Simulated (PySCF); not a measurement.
A calculated (PBE0, PySCF 2.14, aug-cc-pwCVTZ-X2C with one added diffuse shell each of s, p, d, f type, the spin-free X2C one-electron Hamiltonian (Gaussian nucleus)) atom or ion has these occupied shells.

| shell | electrons | orbital energy (eV) | rms radius, mean of both spins (bohr) |
| --- | --- | --- | --- |
| 1s β | 1 | -3555.3 | 0.0937 |
| 1s α | 1 | -3555.3 | 0.0937 |
| 2s α | 1 | -366.50 | 0.421 |
| 2s β | 1 | -366.50 | 0.421 |
| 2p α | 3 | -290.66 | 0.389 |
| 2p β | 3 | -290.66 | 0.389 |
| 3s α | 1 | -40.505 | 1.36 |
| 3s β | 1 | -40.459 | 1.36 |
| 3p α | 3 | -22.612 | 1.56 |
| 3p β | 3 | -22.546 | 1.56 |
| 3d α | 1 | -1.197 | 8.88 |

(1) Name the element and its charge.

Answers

(1) K (potassium, neutral), in [Ar] 3d1, 2D determinant (an excited configuration).
